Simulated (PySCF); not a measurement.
ZrO2, SMILES [O]=[Zr]=[O], multiplicity 1.

Geometry: B3LYP-D3(BJ)/def2-TZVP. The spin state was assumed, not searched. The isomer is the one that the SMILES or the coordinates give; other isomers of the formula were not compared. The def2 effective core potentials stand for the cores of Zr; spin–orbit coupling is left out.

Two levels are set side by side: PBE/def2-TZVPD (PySCF) and ωB97X/def2-TZVPD (PySCF). Same geometry, gas phase. Differences are taken from unrounded values.

```csv
quantity,ωB97X
orbital gap (eV),8.07
highest occupied level (eV),-9.16
lowest empty level (eV),-1.09
dipole moment (D),8.39
mean polarisability (bohr³),40.4
```

Task: What does PBE give, and how far is it from ωB97X? (The exact figures need the calculation; the answer reports its results.)

Result: 
```csv
quantity,PBE,PBE minus ωB97X
orbital gap (eV),1.75,-6.32
highest occupied level (eV),-5.38,3.78
lowest empty level (eV),-3.63,-2.54
dipole moment (D),7.36,-1.03
mean polarisability (bohr³),44.0,3.6
```

PBE's occupied levels lie high since its potential decays too fast outside the molecule; exact exchange lowers them and widens the gap. PBE's more diffuse valence density responds more strongly to a field. Differences between two approximate levels are no errors against the true value.

Rough cost on one machine, each run with all the roots and properties that it gave: ωB97X against PBE within a factor of 2.
